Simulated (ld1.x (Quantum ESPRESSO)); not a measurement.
F (Z = 9): excitation energies, all-electron against TM

```json
{
 "Element": "F",
 "Generator": "ld1.x (Quantum ESPRESSO) 7.5",
 "Type": "norm-conserving Troullier–Martins (Kleinman–Bylander form)",
 "Functional": "LDA (PZ)",
 "Relativity": "scalar-relativistic",
 "Frozen core": "[He]",
 "Valence charge": "7",
 "Reference configuration": "2s2 2p5",
 "Partial waves": "2p (bound): rc 0.95 bohr; 3d channel at 0.4 Ry: rc 0.90 bohr; 2s (bound): rc 0.85 bohr",
 "Local potential": "the s channel",
 "Core correction": "none"
}
```

Energies are relative to the spin-unpolarised reference configuration 2s2 2p5; without spin polarisation the order of configurations can differ from experiment. Spin-polarised rows fill each open shell by Hund’s rule, majority spin first.

| valence configuration | charge | ΔE all-electron (eV) | error AE − PS (meV) |
| --- | --- | --- | --- |
| 2s2 2p4 | +1 | 19.555 | +3.0 |
| 2s2 2p3 | +2 | 58.067 | +42 |
| 2s2 2p2 | +3 | 118.799 | +204 |
| 2s1 2p5 | +1 | 38.211 | +6.0 |
| 2s1 2p6 | 0 | 18.390 | +20 |
| 2s2 2p1 | +4 | 204.666 | +675 |
| 2s2 2p5.3 | -0.3 | -2.726 | +0.4 |
| 2s2 2p5 (spin-polarised) | 0 | -0.379 | +33 |
| 2s2 2p4 (spin-polarised) | +1 | 17.723 | +173 |

Levels in the configuration 2s1 2p5:

| level | all-electron (eV) | pseudo (eV) |
| --- | --- | --- |
| 2s | -47.247 | -47.234 |
| 2p | -28.553 | -28.569 |
